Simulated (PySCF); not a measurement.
A structure optimised at PBE-D3(BJ)/def2-SVP, used in a PySCF frequency run:

```
Sn
F 1 1.9281
F 1 1.9281 2 109.47
F 1 1.9281 2 109.47 3 120.00
F 1 1.9281 2 109.47 3 -120.00
```
Charge 0, spin multiplicity 1.

### Question
Write its SMILES, formula and point group.

### Answer
[F][Sn]([F])([F])[F], F4Sn, Td

### Question
What are its rotational constants (standard atomic weights)?

### Answer
2.6834, 2.6834, 2.6834 GHz
